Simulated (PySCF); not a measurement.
C2H4N2OSi, SMILES O[SiH]1N=CC=N1. Geometry: PBE-D3(BJ)/def2-SVP. The structure was generated by enumeration, and PubChem lists no compound with its InChIKey, so it may never have been made. The values are those of a single conformer.

Computed equilibrium geometry at PBE-D3(BJ)/def2-SVP (PySCF confirms it by a frequency run) as bond lengths and angles, and its point group (one conformer of several):
point group Cs.
Atoms: O1 Si2 N3 C4 C5 N6 H7 H8 H9 H10. Bonds (Å): O1–Si2 1.664, O1–H7 0.973, Si2–N3 1.812, Si2–N6 1.812, Si2–H8 1.490, N3–C4 1.286, C4–C5 1.536, C4–H9 1.114, C5–N6 1.286, C5–H10 1.114. Angles (°): Si2–O1–H7 116.4, O1–Si2–N3 114.9, O1–Si2–N6 114.9, O1–Si2–H8 106.3, N3–Si2–N6 97.5, N3–Si2–H8 111.7, N6–Si2–H8 111.7, Si2–N3–C4 103.7, N3–C4–C5 117.5, N3–C4–H9 122.4, C5–C4–H9 120.1, C4–C5–N6 117.5, C4–C5–H10 120.1, N6–C5–H10 122.4, Si2–N6–C5 103.7.
Charge 0, spin multiplicity 1.
